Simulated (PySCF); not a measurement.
**Peak assignment**

Bonds (- single, = double, # triple, : aromatic): C1-C2, C2:C3, C3:P4, P4:C5, C5:C6, C6:C7, C7:C8, C8:C9, C9:C10, C10:C11, C11:C2, C11:C6. C1 carries H12, H13, H14; C3 carries H15; C5 carries H16; C7 carries H17; C8 carries H18; C9 carries H19; C10 carries H20.

- geometry from GFN2-xTB
- shieldings: GIAO PBE0/pcSseg-1
- program: PySCF
- in vacuum, one computed conformer, rapidly exchanging positions averaged, relativity neglected

References, each an isolated molecule treated in the same way: TMS for 13C (186.93 ppm) and 1H (31.72 ppm).

Problem. Assign these signals to the numbered atoms. 13C{1H} NMR (computed): δ 172.0, 153.5, 146.1, 139.8, 135.9, 135.4, 132.8, 132.3, 130.9, 27.6.

Solution. 
172.0 → C5, aromatic CH
153.5 → C3, aromatic CH
146.1 → C2, substituted aromatic carbon
139.8 → C6, ring-fusion aromatic carbon
135.9 → C7, aromatic CH: the aromatic region
135.4 → C11, ring-fusion aromatic carbon
132.8 → C9, aromatic CH: the aromatic region
132.3 → C8, aromatic CH
130.9 → C10, aromatic CH
27.6 → C1, methyl carbon on an aromatic ring: saturated and bonded to C and H only

C7 and C11; C9 and C8; C8 and C10 lie closer than the usual error of such a calculation, so a measured spectrum could show them in the other order.

Problem. Assign these signals to the numbered atoms. 1H NMR (500 MHz, computed): δ 9.83 (m, 1H), 8.78 (m, 1H), 8.39 (d, 1H), 8.13 (m, 1H), 7.96 (m, 1H), 7.96 (m, 1H), 3.05 (s, 3H).

Solution. 
| δ (ppm) | atoms | environment | reason |
| --- | --- | --- | --- |
| 9.83 | H16 | hydrogen on an aromatic CH | aromatic region |
| 8.78 | H15 | hydrogen on an aromatic CH | – |
| 8.39 | H20 | hydrogen on an aromatic CH | – |
| 8.13 | H17 | hydrogen on an aromatic CH | – |
| 7.96 | H19 | hydrogen on an aromatic CH | – |
| 7.96 | H18 | hydrogen on an aromatic CH | – |
| 3.05 | H12/H13/H14 | hydrogen on a methyl carbon on an aromatic ring | benzylic-type position, deshielded by the ring |

H19 and H18 lie closer than the usual error of such a calculation, so a measured spectrum could show them in the other order.

Splittings by 31P in the carbon and heteronuclear signals aren't shown, as no couplings were computed. Shifts are as computed. Against solution values, carbons near 30 ppm lie about +3 ppm off and those near 130 ppm about +5 ppm. Of 1211 compounds with measured shifts, 218 miss one by over three times the rms of a fit or turn the order of signals round; such compounds aren't used in these exercises. No couplings were computed; multiplicities are counted from neighbouring protons, with m where these are inequivalent, close in shift, in a saturated or five-membered ring or joined by F or P, and br s for small geminal =CH2 splittings.
